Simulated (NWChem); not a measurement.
C$_{2}$F$_{5}$, doublet; SMILES F[C](F)C(F)(F)F

```xyz
7

F      0.0012     1.5177    -1.1033
C     -0.3548     0.8708     0.0000
F      0.0012     1.5177     1.1033
C     -0.0204    -0.6108     0.0000
F      1.3184    -0.8276     0.0000
F     -0.5353    -1.1906     1.0968
F     -0.5353    -1.1906    -1.0968
```
Atoms are numbered in this order, from 1.

Results from NWChem. Pople sets run with spherical d functions. Spin-unrestricted. In the optimisation the excess spin sits in a' (Cs, its own frame). Coordinates come from a PBE-D3(BJ)/def2-SVP, spin-unrestricted optimisation. No stability test was run on the SCF state.

Problem. Order these by “lowest empty minus highest occupied level, either spin (eV)”, lowest first: UHF/STO-3G; UHF/3-21G; UHF/6-31+G*.

Solution. UHF/6-31+G* (14.34), UHF/3-21G (14.86), UHF/STO-3G (15.30)
